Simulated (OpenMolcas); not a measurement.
An OpenMolcas run meant for Co III (ANO-RCC-VQZP, X2C; inactive shells 1s 2s 2p 3s 3p; intended active space 7 electrons in 5 orbitals (3d)). One step of its input:

```
&CASPT2
Multistate=10 1 2 3 4 5 6 7 8 9 10
Frozen=2 3
IPEA=0.25
Shift=1.5
MaxIter=60
WThr=0.0 0.3 0.05
PrWF=0.5
NoMix
```

The run finished. Its levels beside those of a sound run (SS-CASPT2, IPEA 0.25 Eh, imaginary shift 0.1 Eh (closed shells correlated: 3s 3p)), in cm-1 above each run's lowest level:

```json
{"Level": "3d7 4F 9/2", "This run": "0.0", "Usual run": "0.0"}
{"Level": "3d7 4F 7/2", "This run": "826", "Usual run": "826"}
{"Level": "3d7 4F 5/2", "This run": "1431", "Usual run": "1431"}
{"Level": "3d7 4F 3/2", "This run": "1845", "Usual run": "1845"}
{"Level": "3d7 4P 5/2", "This run": "15890", "Usual run": "15592"}
{"Level": "3d7 4P 3/2", "This run": "16176", "Usual run": "15880"}
{"Level": "3d7 4P 1/2", "This run": "16558", "Usual run": "16261"}
{"Level": "3d7 2G 9/2", "This run": "16446", "Usual run": "16267"}
{"Level": "3d7 2G 7/2", "This run": "17229", "Usual run": "17050"}
{"Level": "3d7 2P 3/2", "This run": "21632", "Usual run": "21394"}
{"Level": "3d7 2H 11/2", "This run": "22220", "Usual run": "22026"}
{"Level": "3d7 2P 1/2", "This run": "22587", "Usual run": "22369"}
{"Level": "3d7 2H 9/2", "This run": "22917", "Usual run": "22723"}
{"Level": "3d7 2D 5/2(1)", "This run": "23044", "Usual run": "22731"}
```

Question: Which setting is unsound, and how much does it matter here?

Answer: The level shift is far above the usual 0.1 to 0.3 hartree and damps the second-order energy. Against the sound run the excited levels shown move by 190 cm-1 on average and by 310 cm-1 at most.

Term energies are means over components that CASPT2 splits; among the terms shown or strongly mixed into the levels shown the widest spread is 1000 cm-1 (3d7 2H, the sound run). The CASPT2 spread within a term exceeds the gap to the next term for 3d7 2P and 3d7 2H, 3d7 2H and 3d7 2D(1), so the order of their levels is uncertain. Only configurations of the active space appear.

A number in round brackets counts repeated terms of one configuration in the order of the reference energies.
